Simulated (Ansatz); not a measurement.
Job for Ansatz (a quantum-chemistry and plane-wave program): R-CCSD(T)/aug-cc-pVDZ on C2H4FN (a complex).

Ansatz 0.2 input:
```yaml
crystal:
  periodic: [false, false, false]
  atoms:
    - {symbol: F, position_ang: [0.48255518, -0.31717282, -0.34942402]}
    - {symbol: H, position_ang: [0.35994762, -0.18489023, 0.57557568]}
    - {symbol: C, position_ang: [-0.20969189, 0.42775574, 4.86402029]}
    - {symbol: C, position_ang: [-0.02030669, 0.22427232, 3.43915778]}
    - {symbol: N, position_ang: [0.12916952, 0.06362573, 2.31424087]}
    - {symbol: H, position_ang: [-1.22221563, 0.14162215, 5.14890445]}
    - {symbol: H, position_ang: [0.50163771, -0.17950037, 5.42391911]}
    - {symbol: H, position_ang: [-0.05395055, 1.47740773, 5.11344393]}
basis:
  gaussian:
    orbitals: aug-cc-pVDZ
magnetization: {spin_polarized: false}
correlation: {method: ccsd_t, electrons: outside_noble_gas}
scf: {lower_state_search: off}
```

The log:

```
WARN ansatz: RAYON_NUM_THREADS=1 ignored (pool sized by the plan → 1); use --threads N
Functional definition: HF
these checks for a lower state are left out or cut short: stability, starts, cluster_reference, orbital_swaps, neighbouring_geometries, increment
integrals: 0.26 GiB planned
1251 factors; integrals over basis functions are off by at most 1.2e-3 eV
mean field: 0.30 GiB planned
mean field evaluation 1: about -6309.5358 eV, gradient 3.7e1 eV
mean field evaluation 2: about -6309.5380 eV, gradient 3.7e1 eV
mean field evaluation 4: about -6312.6501 eV, gradient 4.5e0 eV
mean field evaluation 8: about -6312.7209 eV, gradient 4.2e-1 eV
mean field -6312.72166514 eV, -231.9882422774 hartree, gradient 2.4e-6 eV, S^2 0.000000; 0 other end points of the search recorded, 0 dependent functions left out
4 core orbitals not correlated
reference -6312.72166514 eV, -231.9882422774 hartree; 12, 12 occupied and 112, 112 virtual orbitals, 1251 factors
second order -18.04787555 eV of doubles, -0.00000000 eV of singles
coupled cluster: 0.78 GiB planned
cycle   1  -18.09140042 eV  change   -4.4e-2 eV  update   1.0e-1
cycle   2  -18.57259841 eV  change   -4.8e-1 eV  update   3.0e-2
cycle   3  -18.69538334 eV  change   -1.2e-1 eV  update   1.4e-2
cycle   4  -18.69122678 eV  change    4.2e-3 eV  update   3.6e-3
cycle   5  -18.69322735 eV  change   -2.0e-3 eV  update   1.5e-3
cycle   6  -18.69412299 eV  change   -9.0e-4 eV  update   4.1e-4
cycle   7  -18.69413453 eV  change   -1.2e-5 eV  update   1.5e-4
cycle   8  -18.69417054 eV  change   -3.6e-5 eV  update   3.8e-5
cycle   9  -18.69419312 eV  change   -2.3e-5 eV  update   1.5e-5
perturbative correction -0.63285963 eV, -0.0232571625 hartree
Total energy: -6332.04871788 eV, -232.6984983655 hartree
Checks for a lower state left out: stability, starts, cluster_reference, orbital_swaps, neighbouring_geometries, increment
```

Self-consistency was reached.

Cost: about 24 core-seconds (a rough figure).
